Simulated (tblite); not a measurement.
Question: Write Cartesian coordinates for `C=CO[C@H](F)[CH]C(F)(F)F` [radical] as optimised with GFN2-xTB. (Doublet state.)

Answer: 
```
atom  x, y, z in Å
C1     2.5021    0.7462   -0.5449
C2     1.6902   -0.1600   -0.0138
O3     0.5572   -0.5401   -0.6493
C4    -0.4359   -1.2146    0.0757
F5    -0.6338   -2.4245   -0.5244
C6    -1.6532   -0.3797    0.0088
C7    -1.7892    0.7468    0.9477
F8    -3.0209    1.2618    0.9565
F9    -0.9531    1.7870    0.6729
F10   -1.4944    0.4006    2.2176
H11    3.4271    1.0020   -0.0655
H12    2.2609    1.2247   -1.4764
H13    1.8957   -0.6501    0.9334
H14   -0.1121   -1.4199    1.1106
H15   -2.2452   -0.3724   -0.8880
```

Orientation and origin are arbitrary. Atoms count from 1 in this order. C2 (carbon bonded to C, O and H) is planar (angles 122.8°, 121.1° and 116.2°, sum 360.0°, 0.01 Å off the plane of its three neighbours). The 3 C–C bonds span 1.328 Å (C1=C2, drawn double) to 1.478 Å (C4–C6, drawn single), a spread of 0.150 Å. The C–O distances run from 1.354 Å (C2–O3, drawn single) to 1.402 Å (O3–C4, drawn single), a spread of 0.048 Å. C6 (carbon bonded to 2 C and H) is almost planar (angles 119.7°, 118.6° and 118.4°, sum 356.8°, 0.14 Å off the plane of its three neighbours).

Bonds between heavy atoms (Å): C1=C2 1.328, C2–O3 1.354, O3–C4 1.402, C4–F5 1.365, C4–C6 1.478, C6–C7 1.473, C7–F8 1.335, C7–F9 1.363, C7–F10 1.349.

Computed geometry: GFN2-xTB, gas phase. This method treats the open shell by occupation alone, without spin polarisation.

Point group: C1 (no symmetry element, even within 0.4 Å). Its lowest GFN2-xTB frequency is 13 cm⁻¹, too small to tell a flat minimum from a shallow saddle. Torsions: C1–C2–O3–C4 -163°, C2–O3–C4–F5 -121°, O3–C4–C6–C7 -82°.

One conformer stands for the species.
